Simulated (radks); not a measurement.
Values are calculated unless marked as measured or tabulated.
Polarisability of the silicon ion Si4+, [Ne], at imaginary frequency. Level of theory: scalar-relativistic Kohn-Sham, LB94 model potential, spin-polarised, spherical densities, finite nucleus; Fermi nuclear charge, rms radius 3.1224 fm (a radial shooting solver on a logarithmic mesh with Libxc functionals). Response by self-consistent Sternheimer equations with the Hartree and adiabatic LDA kernel, the relativistic mass of each level held fixed and spin-orbit coupling left out.

w (hartree),alpha1(iw) (bohr^3),alpha2(iw) (bohr^5)
0.00266,0.1699,0.1108
0.0143,0.1699,0.1108
0.0360,0.1699,0.1108
0.0697,0.1699,0.1108
0.118,0.1698,0.1107
0.186,0.1697,0.1107
0.280,0.1694,0.1105
0.413,0.1689,0.1102
0.605,0.1678,0.1096
0.892,0.1653,0.1082
1.35,0.1599,0.1051
2.12,0.1476,0.09785
3.59,0.1201,0.08142
6.94,0.07102,0.04999
17.5,0.02026,0.01445

Static values: alpha1 = 0.1699 bohr^3 (0.02518 angstrom^3; uncoupled 0.1901), alpha2 = 0.1108 bohr^5, alpha3 = 0.1195 bohr^7. C6 = 0.1267, C8 = 0.4275, triple-dipole C9 = 0.01568 atomic units. One-pole (London) frequency 4 C6 / (3 alpha1^2) = 5.853 hartree, against 6.003 for minus the highest occupied eigenvalue.
